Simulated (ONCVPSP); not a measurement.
Plane-wave convergence, ONCV potential for magnesium

```json
{
 "Element": "magnesium",
 "Generator": "ONCVPSP 4.0.1",
 "Type": "optimised norm-conserving Vanderbilt (ONCV)",
 "Functional": "PBE",
 "Relativity": "scalar-relativistic",
 "Frozen core": "[He]",
 "Valence charge": "10",
 "Reference configuration": "2s2 2p6 3s2",
 "Partial waves": "2s+3s: rc 1.20 bohr, ncon 3, nbas 8, qcut 12.3 1/bohr, 3 projectors, debl 3.8 Ha; 2p: rc 1.25 bohr, ncon 3, nbas 6, qcut 11.7 1/bohr, 2 projectors, debl 3.6 Ha; d scattering state at 0.45 Ha: rc 1.15 bohr, ncon 3, nbas 7, qcut 8.6 1/bohr, 3 projectors, debl 0.9 Ha",
 "Local potential": "polynomial inside 1.05 bohr (lpopt 5, dvloc0 2 Ha)",
 "Core correction": "polynomial model core, fcfact 0.35"
}
```

Task: For each optimised wave give the share of its norm inside rc, the residual kinetic energy above qcut (Ha) and the cutoffs (Ha) for errors of 10, 1, 0.1 and 0.01 mHa per electron.

Result:

| wave | norm inside rc | residual KE | 10 mHa | 1 mHa | 0.1 mHa | 0.01 mHa |
| --- | --- | --- | --- | --- | --- | --- |
| 2s | 0.932 | 6.5e-09 | 15.2 | 20.3 | 39.9 | 51.5 |
| 3s | 0.028 | 1.4e-09 | 9.4 | 14.5 | 20.9 | 44.9 |
| s projector 3 | 0.067 | 1.2e-08 | 12.7 | 19.9 | 45.2 | 56.7 |
| 2p | 0.922 | 2.3e-06 | 42.3 | 51.2 | 58.3 | 64.3 |
| p projector 2 | 0.090 | 2.5e-06 | 39.2 | 50.0 | 58.0 | 64.5 |
| d projector 1 | 0.018 | 4.2e-06 | 6.2 | 15.8 | 26.5 | 34.2 |
| d projector 2 | 0.058 | 2.7e-05 | 12.8 | 23.9 | 32.8 | 41.1 |
| d projector 3 | 0.071 | 7.2e-05 | 16.0 | 27.1 | 35.9 | 55.1 |

The occupied waves need 51 Ha and 58 Ha for 1 and 0.1 mHa.
